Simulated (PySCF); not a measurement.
[PrF2]+ at several levels of theory

Computed with PySCF 2.14.0 (density fitting, no spin-orbit coupling) at the geometry relaxed with PBE0:

```xyz
3
[PrF2]+ (singlet in the valence; each metal's 4f electrons, 2 of them, lie in its core potential, out of spins and levels)
Pr    0.0000    0.0000   -0.3790
F     1.6323    0.0000    0.7915
F    -1.6323    0.0000    0.7915
```

```tsv
level	basis	state	HOMO (eV)	gap (eV)	charge on Pr1 (e)	population of f-type functions on Pr1 (polarisation alone where 4f lies in the core)	dipole about the centre of mass (D)	largest force component (eV/Å)
PBE0	Pr lcecp-1-SVP with ECP48, F def2-SVP	singlet	-15.87	8.30	1.69	0.11	6.51	0.01
PBE0	Pr lcecp-1-TZVP with ECP48, F def2-TZVP	singlet	-15.91	8.43	1.86	0.13	6.56	0.28
```

In the lcecp rows the 4f levels are missing from HOMO and gap, and the state counts the valence alone.

Charges are Mulliken's, which hang on the basis. The relaxation used the grid (50, 194), these runs (75, 302) or, all-electron (x2c bases, spin-free X2C Hamiltonian), (99, 590).

A further run in the first row's basis gives HOMO (eV) -14.00, gap (eV) 5.70, charge on Pr1 (e) 1.54, population of f-type functions on Pr1 (polarisation alone where 4f lies in the core) 0.11, dipole about the centre of mass (D) 5.97, largest force component (eV/Å) 0.43. Which level was it?
A. PBE
B. TPSSh

A. The others give HOMO -14.80 eV (TPSSh).

In the first row's basis the gap widens with exact exchange: 5.7 eV for PBE (none); 7.0 to 8.3 eV for TPSSh, PBE0 (a fixed share).

An lcecp potential fixes the number of 4f electrons, so in runs with it no electron can move into or out of that shell.
